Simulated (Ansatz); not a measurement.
C2H7AlGe. The species carries charge 0 and has multiplicity 1. The bonds changed during the relaxation, so this is another structure than the one it started from. The structure was optimised at the PBE0-D4/def2-TZVP level.

```xyz
11

Ge   -0.611    1.255    0.522
C     0.100    0.231   -0.905
C     1.264   -0.653   -0.419
Al   -0.456   -1.342    0.134
H     0.262    2.061    1.509
H    -0.825   -0.103    1.495
H    -1.997    1.885    0.343
H     0.032    0.588   -1.926
H     1.721   -1.219   -1.232
H     2.033   -0.214    0.216
H    -1.522   -2.490    0.262
```

Task: What is the dipole moment at PBE/def2-TZVPP? (An estimate is asked.)

Result: Ansatz gave: 0.83 D, with components (-0.30, 0.77, 0.10) D in this frame, pointing from negative to positive charge.

Task: And with r2SCAN, B3LYP, ωB97M-V? (An estimate is asked.)

Result: The calculation gave: r2SCAN 0.85 D, B3LYP 0.87 D, ωB97M-V 0.97 D.

Task: Give the Mulliken charges with PBE, ωB97M-V, B3LYP in def2-TZVPP. (Best estimate.)

Result: Computed: 
| atom | PBE | ωB97M-V | B3LYP |
| --- | --- | --- | --- |
| Ge1 | 0.15 | 0.14 | 0.18 |
| C2 | -0.18 | -0.27 | -0.21 |
| C3 | -0.28 | -0.37 | -0.32 |
| Al4 | 0.21 | 0.30 | 0.30 |
| H5 | -0.01 | 0.02 | -0.01 |
| H6 | -0.06 | -0.07 | -0.10 |
| H7 | 0.00 | 0.03 | 0.01 |
| H8 | 0.09 | 0.11 | 0.10 |
| H9 | 0.07 | 0.09 | 0.07 |
| H10 | 0.07 | 0.09 | 0.07 |
| H11 | -0.08 | -0.08 | -0.10 |

B3LYP here is the variant with VWN-RPA as its local correlation; programs differ in this.
